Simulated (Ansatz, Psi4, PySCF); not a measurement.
BeCl2, singlet, at a GFN2-xTB geometry (such geometries of metal compounds can be far from the true shape). Base run: WB97X-V/cc-pVDZ (PySCF).

Geometry (Å):
```xyz
3

Be     0.0000     0.0000     0.0000
Cl     0.0000     0.0000     1.7630
Cl     0.0000     0.0000    -1.7630
```
Charge 0, spin multiplicity 1.
All else is at PySCF's defaults.

The same geometry, method and basis name were run in Ansatz (a program for electronic structure) and Psi4 and PySCF, at each program's defaults and at the settings that a row names. The base is PySCF at its defaults. Differences at the defaults can come from grids, fitting, cores and function types together.

```
code and settings                                                                             ΔE vs base (µEh)  basis functions      E (Eh)  SCF cycles
--------------------------------------------------------------------------------------------  ----------------  ---------------  ----------  ----------
PySCF, defaults (exact integrals, its default grid, spherical functions)                                   0.0               50  -935.16040           8
Psi4, defaults (density fitting with its default set, its default grid, spherical functions)              72.2               50  -935.16033           7
Ansatz, defaults (factorised integrals, its default grid, spherical functions)                            90.7               50  -935.16031           -
PySCF, density fitting with def2-universal-jkfit                                                         -17.9               50  -935.16042           8
PySCF, fine grid                                                                                           1.6               50  -935.16040           8
Psi4, exact integrals, spherical functions, fine grid                                                     88.6               50  -935.16031           9
Ansatz, high accuracy                                                                                     92.8               50  -935.16031           -
```
